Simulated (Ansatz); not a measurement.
Species: C$_{2}$H$_{7}$OSi, SMILES `C[Si](C)O` (C–Si–O–H torsion 177°) (charge 0, multiplicity 2).

**Question.** Give a relaxed geometry from B3LYP-D3(BJ)/def2-TZVP (Ansatz, a program for electronic structure).

**Answer.** Several could match; the one computed here: the end point of this relaxation, one of several conformers (outside a Z-matrix the atoms follow the SMILES, hydrogens last).
Bonded distances (Å): C1–Si2 1.875, C1–H5 1.095, C1–H6 1.091, C1–H7 1.091, Si2–C3 1.887, Si2–O4 1.668, C3–H8 1.092, C3–H9 1.091, C3–H10 1.095, O4–H11 0.961. Angles (°): Si2–C1–H5 109.8, Si2–C1–H6 111.2, Si2–C1–H7 110.9, H5–C1–H6 108.2, H5–C1–H7 108.4, H6–C1–H7 108.4, C1–Si2–C3 111.0, C1–Si2–O4 104.9, C3–Si2–O4 110.5, Si2–C3–H8 110.6, Si2–C3–H9 111.9, Si2–C3–H10 109.8, H8–C3–H9 107.8, H8–C3–H10 108.4, H9–C3–H10 108.2, Si2–O4–H11 117.7.
